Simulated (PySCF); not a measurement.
How methods differ on the interval between two levels of B+

B+ [He] 2s2 → B+ [He] 2s1 3s1 [3S1, M_J = 1], as a difference of total energies. Computed with PySCF 2.14 in x2c-TZVPall-2c with one added diffuse shell each of s, p, d type (6s4p3d1f, 40 functions), with the two-component X2C-1e Hamiltonian. Correlated levels: 1s2 frozen. "Screened" scales the spin-orbit matrix elements by Boettger's factors to mimic the two-electron term; Breit and QED terms are absent.

```tsv
method	interval between two levels (cm⁻¹)
GHF (screened spin-orbit)	117980
GMP2 (screened spin-orbit)	125080
```

Errors of the correlated levels include the incompleteness of this basis and the frozen core.

For comparison: 129770 cm⁻¹ (measured; NIST Handbook of Basic Atomic Spectroscopic Data (Sansonetti and Martin, J. Phys. Chem. Ref. Data 34, 1559 (2005))).
